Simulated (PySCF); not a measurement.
Species: C3H9As.
Geometry (PBE0-D3(BJ)/def2-SVP, Å), atoms numbered from 1 in this order:
```xyz
13
C3H9As angstrom
C     -0.208    1.649    0.441
As    -0.141   -0.206    1.090
C      1.543   -0.707    0.209
C     -1.354   -0.973   -0.254
H     -0.040    1.704   -0.646
H      0.562    2.243    0.955
H     -1.190    2.084    0.677
H      1.542   -0.427   -0.856
H      1.692   -1.794    0.295
H      2.383   -0.206    0.712
H     -1.077   -0.663   -1.274
H     -1.322   -2.071   -0.191
H     -2.384   -0.648   -0.045
```

The calculation used PBE0-D3(BJ)/def2-SVP geometry optimisation, gas phase in PySCF 2.14.0.

Take the most abundant isotopes and a rigid rotor. 

(1) What are A, B and C (GHz)?

(2) Classify the top.

(3) What does the inertial defect say?

(4) Give the other two planar moments, Paa and Pbb, and the rms extents of the mass along the axes.

(5) Where do the R-branch lines fall?

(6) Estimate the classical rotational partition function at 200 K, 298.15 K and 500 K.

Results:

(1) Ia = 107.16, Ib = 107.24, Ic = 147.54 u·Å²; 505379 MHz·u·Å²/I gives 4716, 4712 and 3425 MHz, that is A = 4.7163, B = 4.7125, C = 3.4254 GHz.

(2) An oblate symmetric top, as the point group C3v requires two equal moments; the computed ones differ by 0.08 % because the geometry is symmetric only within the optimiser's tolerance; Ray's κ = 0.994.

(3) Not planar: Δ = Ic − Ia − Ib = -66.86 u·Å². For a rigid frame Δ = −2 Σ m c², so Σ m c² = 33.43 u·Å² lies off the ab plane: 9.29 from hydrogen and 24.14 from heavier atoms. The atom farthest from that plane is 1.69 Å away.

(4) Paa = Σ m a² = (Ib + Ic − Ia)/2 = 73.81 and Pbb = Σ m b² = (Ia + Ic − Ib)/2 = 73.73 u·Å². With the mass M = 119.99 u, the rms extents √(P/M) along a, b and c are 0.78, 0.78, 0.53 Å.

(5) The dipole of 1.03 D lies along the symmetry axis, so ΔK = 0 and J+1 ← J falls at 2B(J+1) for every K: 9.43 GHz, 18.86 GHz, 28.29 GHz, 37.72 GHz, 47.14 GHz for J = 0 to 4.

(6) Point group C3v, symmetry number σ = 3; q = (√π/σ)·√((kT/h)³/(ABC)), k/h = 20836.6 MHz/K: 18200 at 200 K, 33200 at 298.15 K, 72000 at 500 K.

No PBE0-D3(BJ)/def2-SVP frequencies stand behind this structure, so it isn't proved a minimum. Zero-point vibration and centrifugal distortion are left out.
